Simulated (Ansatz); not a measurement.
Reaction (ligand exchange at the Si–C bond): `CN[SiH2]C=O` + CH₃NH₂ → `CN[SiH2]NC` + `C=O`

Calculated with Ansatz (gas phase, PBE0-D4/def2-TZVP geometries, no zero-point term in ΔE). CCSD(T)/CBS adds triple-zeta CCSD(T) − MP2 to the extrapolated MP2 energy (def2 sets, frozen cores). This one scheme is used for every species. Functionals use def2-TZVPP. B3LYP here is the variant with VWN-RPA as its local correlation; programs differ in this. Each species was taken in one conformer, which may not be the lowest.

Task: Is it downhill or uphill in electronic energy at CCSD(T)/CBS, and by how much? (Best estimate.)

Result: The calculation gave: Downhill: ΔE = -0.80 eV.

Task: What do these levels give: PBE-D4, PBE0-D4, B3LYP-D4, ωB97M-V, B2PLYP, PBE, B3LYP, HF/def2-TZVPP, MP2/def2-TZVPP, CCSD(T)/def2-TZVPP, MP2/def2-QZVPP, SCS-MP2/def2-QZVPP? (An estimate is asked.)

Result: Computed: PBE-D4 -0.69, PBE0-D4 -0.75, B3LYP-D4 -0.78, ωB97M-V -0.79, B2PLYP -0.79, PBE -0.66, B3LYP -0.74, HF/def2-TZVPP -0.84, MP2/def2-TZVPP -0.86, CCSD(T)/def2-TZVPP -0.81, MP2/def2-QZVPP -0.86, SCS-MP2/def2-QZVPP -0.84 eV.

Largest T1 diagnostic among the species: 0.015.

The D4 term adds −0.04 eV with B3LYP and −0.02 eV with PBE0; it sums over pairs of atoms, weighted by their polarisabilities, and B3LYP, whose exchange is more repulsive, gets the larger term. From PBE to PBE0 (25 % exact exchange), in def2-TZVPP and without D4, ΔE moves by −0.06 eV.
